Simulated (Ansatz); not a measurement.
Mulliken charges of `Cl[CH]Br` radical from PBE/def2-TZVPP in Ansatz (PBE0-D4/def2-TZVP geometry).

| atom | x (Å) | y (Å) | z (Å) | charge (e) |
| --- | --- | --- | --- | --- |
| Cl1 | -1.473 | 0.199 | -0.654 | -0.016 |
| C2 | 0.039 | 0.184 | 0.093 | -0.132 |
| Br3 | 0.753 | -1.409 | 0.710 | 0.017 |
| H4 | 0.736 | 0.966 | -0.170 | 0.131 |

By hand: the dipole of these point charges (1 e Å = 4.8032 D).

Σ q r = (0.128, 0.075, -0.012) e Å, of length 0.149 e Å = 0.72 D.

How does the dipole of the full density compare? (An estimate is asked.)

Ansatz gave: (0.099, 0.101, -0.057) e Å, 0.73 D; the point charges give 0.99 times that, at 23° from its direction.

Point charges leave out the atoms' own dipoles, such as those of lone pairs, and Mulliken's split depends on the basis, so the two needn't agree.
